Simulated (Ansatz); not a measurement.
Species: bromoborane, sum formula BH2Br, net charge 0, singlet state. SMILES: BBr
Coordinates optimised at B3LYP-D3(BJ)/def2-TZVP (Ansatz, a program for electronic structure):
```xyz
4

B     -1.5458     0.1038    -0.1796
Br     0.3404    -0.0229     0.0396
H     -1.9662     0.9940    -0.8363
H     -2.2187    -0.7130     0.3500
```

Parts of the frozen-core correlation energy in STO-3G (Ansatz, hartree). Frozen orbitals: 15; correlated occupied orbitals by spin: 6 and 6; virtual: 4 and 4. Spin-orbit coupling is left out. Non-relativistic.

```tsv
term	value
reference (HF)	-2570.21519
MP2 opposite-spin	-0.04056
MP2 same-spin	-0.00528
CCSD correlation	-0.06157
(T)	-0.00163
FCI minus CCSD(T)	-0.00034
T1 diagnostic	0.018
largest doubles amplitude	0.064
```
